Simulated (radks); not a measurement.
Charge is removed step by step from the 5p up level of the antimony ion Sb+, starting from [Kr] 4d10 5s2 5p(up 2, down 0). Method: scalar-relativistic Kohn-Sham, BLYP, spin-polarised, spherical densities, point nucleus; computed with a radial shooting solver on a logarithmic mesh with Libxc functionals.

removed (e) = 0: E - E(0) (eV) 0.000; eigenvalue (eV) -12.371; E minus straight line (eV) 0.000
removed (e) = 0.1: E - E(0) (eV) 1.275; eigenvalue (eV) -13.143; E minus straight line (eV) -0.358
removed (e) = 0.2: E - E(0) (eV) 2.628; eigenvalue (eV) -13.924; E minus straight line (eV) -0.638
removed (e) = 0.3: E - E(0) (eV) 4.060; eigenvalue (eV) -14.711; E minus straight line (eV) -0.840
removed (e) = 0.4: E - E(0) (eV) 5.570; eigenvalue (eV) -15.506; E minus straight line (eV) -0.963
removed (e) = 0.5: E - E(0) (eV) 7.160; eigenvalue (eV) -16.308; E minus straight line (eV) -1.006
removed (e) = 0.6: E - E(0) (eV) 8.831; eigenvalue (eV) -17.116; E minus straight line (eV) -0.968
removed (e) = 0.7: E - E(0) (eV) 10.583; eigenvalue (eV) -17.931; E minus straight line (eV) -0.849
removed (e) = 0.8: E - E(0) (eV) 12.417; eigenvalue (eV) -18.752; E minus straight line (eV) -0.649
removed (e) = 0.9: E - E(0) (eV) 14.333; eigenvalue (eV) -19.579; E minus straight line (eV) -0.366
removed (e) = 1: E - E(0) (eV) 16.332; eigenvalue (eV) -20.412; E minus straight line (eV) 0.000

Removing the whole electron costs 16.332 eV by Delta-SCF, against 12.371 eV from minus the eigenvalue at the starting occupation. Slater's transition state (half an electron removed) gives 16.308 eV. Integrating minus the eigenvalue over the occupation (Janak's theorem) gives 16.336 eV. In this scalar-relativistic scheme the density is built from large components alone, so the theorem holds only approximately. The mean slope of the eigenvalue, de/dn, is 8.04 eV per electron. Ionisation energy of Sb+ in the NIST Atomic Spectra Database: 16.63 eV (measured).
